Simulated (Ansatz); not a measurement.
`FC[SiH]1[AlH][SiH2]1` and `CC[SiH]1[AlH][SiH2]1` differ in one atom or group.

Ansatz, PBE0-D4/def2-TZVP geometries, multiplicity 1. Each molecule was computed in one conformer, which needn't be the lowest.

```csv
property,`FC[SiH]1[AlH][SiH2]1`
size of the dipole moment (ωB97M-V/def2-TZVPP) / D,2.40
HOMO energy (PBE/def2-TZVPP) / eV,-5.38
zero-point energy (PBE0-D4/def2-TZVP) / kJ/mol,161.6
LUMO energy (PBE0/def2-TZVPP) / eV,-2.39
size of the dipole moment (PBE/def2-TZVPP) / D,2.06
LUMO energy (PBE/def2-TZVPP) / eV,-3.14
```

Problem. What does the change do to each property? (Best estimate.)

Solution. Computed: 
| property | `CC[SiH]1[AlH][SiH2]1` | shift |
| --- | --- | --- |
| size of the dipole moment (ωB97M-V/def2-TZVPP) / D | 1.16 | -1.24 |
| HOMO energy (PBE/def2-TZVPP) / eV | -5.13 | 0.25 |
| zero-point energy (PBE0-D4/def2-TZVP) / kJ/mol | 255.0 | 93.4 |
| LUMO energy (PBE0/def2-TZVPP) / eV | -2.08 | 0.31 |
| size of the dipole moment (PBE/def2-TZVPP) / D | 1.25 | -0.81 |
| LUMO energy (PBE/def2-TZVPP) / eV | -2.83 | 0.31 |

The zero-point energy changes by 93.4 kJ/mol with +9 modes. Dipoles are sizes alone; their direction can turn.
